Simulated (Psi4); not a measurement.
GaSiH7O (SMILES [SiH3][OH+][GaH3-]): entropy by statistical mechanics

A singlet with charge 0, relaxed at PBE0-D4/def2-SVP (density fitting) (Psi4 1.11):

```xyz
10

Si   -0.4848    0.7001   -1.3050
O    -0.7332   -0.2733    0.0784
Ga    0.8737   -0.5512    1.4855
H    -1.7968    0.7688   -2.0111
H     0.5404    0.0875   -2.1909
H    -0.0662    2.0293   -0.8018
H    -1.3274   -1.0286    0.0028
H     0.2839    0.1866    2.7456
H     1.9051    0.2265    0.5649
H     0.8772   -2.1310    1.4420
```

Harmonic wavenumbers in cm⁻¹: 49, 98, 157, 198, 280, 465, 494, 693, 705, 751, 756, 757, 823, 932, 947, 969, 990, 1908, 1930, 1955, 2250, 2275, 2308, 3904.

Masses in u: Si 28.085, O 15.999, Ga 69.723, H 1.008. Take T = 298.15 K, p = 1 bar, R = 8.3145 J/(mol K), kT/hc = 207.22 cm⁻¹, rigid rotor and harmonic oscillator.

**Question.** Work out S° at 298 K.

**Answer.** 
1. Translation (Sackur–Tetrode): S = R[3/2 ln M + 5/2 ln T − 1.1517] with M = 120.863 gives 168.7 J/(mol K).
2. Rotation: principal moments 27.294, 272.648, 286.047 u Å² give A, B, C = 0.6176, 0.0618, 0.0589 cm⁻¹; the symmetry number is σ = 1; q = (√π/σ)√((kT/hc)³/ABC) = 111511; S = R(ln q + 3/2) = 109.1.
3. Vibration: with u = ν̃/207.22, each mode gives R[u/(eᵘ − 1) − ln(1 − e⁻ᵘ)]; the sum is 75.5, most from 49 cm⁻¹ (20.3), 98 cm⁻¹ (14.6), 157 cm⁻¹ (10.8).
4. Spin and the two mirror images of this shape: R ln 2 = 5.8.
5. Sum: 168.7 + 109.1 + 75.5 + 5.8 = 359.1 J/(mol K).

No measured value is set beside it here. Where a soft mode is a torsion, a harmonic oscillator describes it poorly.
